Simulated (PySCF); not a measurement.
AlF₂I, SMILES [F][Al]([F])[I]. Heavy atoms are numbered as in [Al:1]([F:2])([F:3])[I:4].

Coordinates come from a r2SCAN-D4/def2-SVP optimisation. The def2 effective core potentials stand for the cores of I; spin–orbit coupling is left out.

All values below come from CAM-B3LYP/def2-TZVPD (PySCF).

Mulliken values depend strongly on the basis, most of all with diffuse functions as here. ESP charges are fitted to the potential on shells at 1.4 to 2.0 van der Waals radii. Atomic charges (e), one atom of each kind:

| atom | ESP fit | Mulliken |
|---|---|---|
| Al1 | 0.96 | 0.63 |
| F2 | -0.39 | -0.26 |
| I4 | -0.18 | -0.11 |
